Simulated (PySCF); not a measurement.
C4H10O3Si, SMILES C=C[Si](O)(O)OCC, GFN2-xTB optimised geometry. Atoms within 1.6 Å of the plane z = 0.0 Å (x, y, z in Å): C2 (-1.00, -1.76, 1.55), Si3 (-0.22, -1.04, 0.00), O4 (1.41, -1.04, 0.00), O5 (-0.61, -1.91, -1.33), O6 (-0.74, 0.49, 0.00), C7 (-0.23, 1.60, -0.69), C8 (-0.79, 2.88, -0.09), H9 (-1.20, -3.74, 0.89), H12 (1.88, -1.84, -0.24), H13 (-1.53, -2.03, -1.56), H15 (0.86, 1.59, -0.63), H16 (-0.50, 2.95, 0.96), H17 (-1.88, 2.87, -0.15), H18 (-0.40, 3.74, -0.63).

Level of theory: PBE0/def2-SVP run with PySCF. Cells within 0.4 Å of a nucleus heavier than hydrogen are left out (blank, or x).

Map of the Laplacian of the electron density (e/bohr⁵), clipped to [-1.50, 1.50] on the plane z = 0.0 Å:

```
|444444444444444444444444444|
|444444444444444444444444444|
|444444444444444444444444444|
|444444444444444444444444444|
|444444444444444444444444444|
|444444444444444444444444444|
|44444444444x354444444444444|
|44444444402xx54444444444444|
|444444444444354444444444444|
|444444444445454444444444444|
|444444444455554444444444444|
|444444444454454444444444444|
|44444444445xx64444444444444|
|444444444455354454444444444|
|444444444445995655444444444|
|444444444446xx73x2544444444|
|4444444444459954x3544444444|
|444444444444454553544444444|
|444444444444444444444444444|
|444444444444444444444444444|
|444444444444444444444444444|
|444444444444444444444444444|
|444444444444444444444444444|
|444444444444444444444444444|
|444444444444444444444444444|
|444444444444444444444444444|
|444444444444444444444444444|
```
Scale: ten equal steps from -1.23 (start of '0') to 1.50 (end of '9'), in the order '0123456789'; x runs from -6.00 to 6.00, y from -6.00 (bottom) to 6.00 (top).
